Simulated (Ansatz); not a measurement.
Ansatz (a program for electronic structure) input file for TaF₆, SMILES [F][Ta-]([F])([F])([F])([F])[F], charge -1, multiplicity 1, CAM-B3LYP/def2-SVPD. Geometry optimised at B3LYP-D3(BJ)/def2-SVPD. The multiplicity is an assumed one; no other spin state was optimised. The isomer is the one that the SMILES or the coordinates give; other isomers of the formula were not compared. The def2 effective core potentials stand for the cores of Ta; spin–orbit coupling is left out.

Ansatz 0.2 input:
```yaml
crystal:
  periodic: [false, false, false]
  atoms:
    - {symbol: Ta, position_ang: [0.00000000, 0.00000000, 0.00000000]}
    - {symbol: F, position_ang: [0.00000000, 1.93285786, 0.00000000]}
    - {symbol: F, position_ang: [0.00000000, -1.93285786, 0.00000000]}
    - {symbol: F, position_ang: [0.00000000, 0.00000000, -1.93285786]}
    - {symbol: F, position_ang: [1.93285786, 0.00000000, 0.00000000]}
    - {symbol: F, position_ang: [-1.93285786, 0.00000000, 0.00000000]}
    - {symbol: F, position_ang: [0.00000000, 0.00000000, 1.93285786]}
basis:
  gaussian:
    orbitals: def2-SVPD
hamiltonian:
  xc: {name: CAM-B3LYP}
total_charge: -1
```

Output:

```
WARN ansatz: RAYON_NUM_THREADS=2 ignored (pool sized by the plan → 2); use --threads N
Functional definition: CAM-B3LYP
integrals: 0.14 GiB planned
1457 factors; their error is unknown
integrals: 0.17 GiB planned
479 factors; integrals over basis functions are off by at most 1.4e-5 eV
mean field: 1.28 GiB planned
mean field evaluation 1: about -17843.7659 eV, gradient 6.1e1 eV
mean field evaluation 2: about -17828.5643 eV, gradient 1.2e2 eV
mean field evaluation 4: about -17850.8478 eV, gradient 6.3e-1 eV
mean field evaluation 8: about -17850.9648 eV, gradient 1.1e-1 eV
mean field evaluation 16: about -17850.9648 eV, gradient 1.1e-5 eV
mean field -17850.96479252 eV, -656.0108563066 hartree, gradient 1.1e-5 eV, S^2 0.000000; 0 other end points of the search recorded, 0 dependent functions left out
reference -17850.96493283 eV, -656.0108614629 hartree; 34, 34 occupied and 139, 139 virtual orbitals, 1457 factors
Total energy: -17850.96493283 eV, -656.0108614629 hartree
```

The run converged.
